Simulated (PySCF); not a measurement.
Ligand exchange on a metal centre used in film growth or etching (Zn OH-NH2). Gas-phase values, no solvent. One relaxed conformer stands for each flexible species; it need not be the lowest.

The charge on the central atom (Mulliken) from two functionals at the same geometries (PBE-D3(BJ)/def2-SVP), both in PySCF: PBE-D3(BJ)/def2-TZVP and TPSSh-D3(BJ)/def2-TZVP. 

| species | TPSSh-D3(BJ)/def2-TZVP (e) |
|---|---|
| 0 of 2 OH replaced by NH2 | 0.60 |
| 1 of 2 OH replaced by NH2 | 0.49 |
| 2 of 2 OH replaced by NH2 ([Zn(NH2)2]) | 0.43 |

Q: What does PBE-D3(BJ)/def2-TZVP give for each?

A: 
- 0 of 2 OH replaced by NH2: 0.50
- 1 of 2 OH replaced by NH2: 0.40
- 2 of 2 OH replaced by NH2 ([Zn(NH2)2]): 0.35
Over these rows, drawn at random from the members with no instability flagged (it was tested for open shells, ions and some series alone), PBE minus TPSSh-D3(BJ): mean -0.09 e, from -0.10 e to -0.09 e.
